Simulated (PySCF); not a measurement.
BeClI, SMILES [Cl][Be][I].

Coordinates come from a B3LYP-D3(BJ)/def2-TZVP optimisation. The def2 effective core potentials stand for the cores of I; spin–orbit coupling is left out.

These are PySCF with r2SCAN/def2-TZVPD values and carry that method's errors.

Isolated molecule, no solvent.

Computed frontier levels, gap, dipole moment and polarisability:
| Quantity | Value |
|---|---|
| highest occupied level | -7.39 eV |
| lowest empty level | -1.05 eV |
| orbital gap | 6.35 eV |
| dipole moment | 0.40 D |
| quadrupole, principal values (traceless, Buckingham form, about the centre of nuclear charge) | -3.16, 1.58, 1.58 D·Å |
| mean static polarisability | 63.7 bohr³ (9.44 Å³) |
| polarisability, principal values | 53.4, 53.4, 84.4 bohr³ |
